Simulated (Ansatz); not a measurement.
Job for Ansatz (a first-principles code): R-HF/def2-TZVPP on Cl2Te (SMILES Cl[Te]Cl), atoms moved off the minimum. Elements past Kr take the def2 small-core potentials; no spin–orbit coupling.

Ansatz 0.2 input:
```yaml
crystal:
  periodic: [false, false, false]
  atoms:
    - {symbol: Te, position_ang: [0.03951308, -0.04143616, 0.60183596]}
    - {symbol: Cl, position_ang: [1.09795186, 1.39863504, -0.91382480]}
    - {symbol: Cl, position_ang: [-1.22358606, -1.30498701, -0.90960300]}
basis:
  gaussian:
    orbitals: def2-TZVPP
hamiltonian:
  xc: {name: HF}
scf: {lower_state_search: off}
output: {forces: true}
```

Output:

```
WARN ansatz: RAYON_NUM_THREADS=4 ignored (pool sized by the plan → 4); use --threads N
Functional definition: HF
these checks for a lower state are left out or cut short: stability, starts, cluster_reference, orbital_swaps, neighbouring_geometries, increment
integrals: 0.09 GiB planned
981 factors; integrals over basis functions are off by at most 8.3e-4 eV
mean field: 0.43 GiB planned
mean field evaluation 1: about -32272.9112 eV, gradient 1.9e1 eV
mean field evaluation 2: about -32273.1195 eV, gradient 1.9e1 eV
mean field evaluation 4: about -32274.2039 eV, gradient 1.5e0 eV
mean field evaluation 8: about -32274.2254 eV, gradient 1.4e-1 eV
mean field -32274.22558464 eV, -1186.0559139798 hartree, gradient 2.7e-6 eV, S^2 0.000000; 0 other end points of the search recorded, 0 dependent functions left out
the calculation of the forces begins
reference -32274.22558464 eV, -1186.0559139798 hartree; 29, 29 occupied and 105, 105 virtual orbitals, 981 factors
Total energy: -32274.22558464 eV, -1186.0559139798 hartree
Atom 0 at     0.039513    -0.041436     0.601836 Å, force    -0.011292     0.052235    -0.477130 eV/Å
Atom 1 at     1.097952     1.398635    -0.913825 Å, force    -0.211464    -0.280833     0.252629 eV/Å
Atom 2 at    -1.223586    -1.304987    -0.909603 Å, force     0.222756     0.228598     0.224501 eV/Å
Dipole moment:     0.030531    -0.029801     0.476889 e Å
Checks for a lower state left out: stability, starts, cluster_reference, orbital_swaps, neighbouring_geometries, increment
```

Self-consistency was reached.

Cost: roughly 5 core-seconds.
